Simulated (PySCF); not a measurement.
NICS in isomers of C8H6FN3.

NICS = −σ at a ghost point: NICS(0) at the centroid of the ring atoms, NICS(1) 1 Å to either side along the normal of their mean plane, zz for the tensor component along that normal. Level: GIAO PBE0/pcSseg-1 (PySCF, non-relativistic, gas phase) on the GFN2-xTB geometries, one conformer each. Atom numbers follow the mapped SMILES.

**Question.** Order these rings by mean NICS(1)zz, lowest (most negative) first (ppm).
A. ring N6–N7–C8–C9–N10 in `[F:1][c:2]1[cH:3][cH:4][c:5](-[n:6]2[n:7][cH:8][cH:9][n:10]2)[cH:11][cH:12]1`
B. ring C2–C3–C4–C5–C6–C12 in `[F:1][c:2]1[cH:3][cH:4][cH:5][c:6](-[n:7]2[n:8][cH:9][cH:10][n:11]2)[cH:12]1`
C. ring C7–C8–C9–C10–C11–C12 in `[F:1][c:2]1[n:3][cH:4][n:5][n:6]1-[c:7]1[cH:8][cH:9][cH:10][cH:11][cH:12]1`

**Answer.** A (-30.2), C (-26.9), B (-24.9).

```tsv
SMILES	ring	NICS(0)	NICS(1)	NICS(1)zz	HOMA	rms pucker (Å)	ring atoms with four or more neighbours
Fc1ccc(-n2nccn2)cc1	5-membered ring with 3 N; formal bonds all aromatic	-11.5	-12.3	-30.2	0.98	0.00	0
Fc1ncnn1-c1ccccc1	6-membered carbocycle; formal bonds all aromatic	-8.7	-10.8	-26.9	1.00	0.00	0
Fc1cccc(-n2nccn2)c1	6-membered carbocycle; formal bonds all aromatic	-9.8	-10.4	-24.9	1.00	0.00	0
```

NICS(0) gives another order. The isotropic NICS(1) gives the same order. HOMA uses Krygowski's 1993 parameters. NICS(1) and NICS(1)zz are means over the two faces.
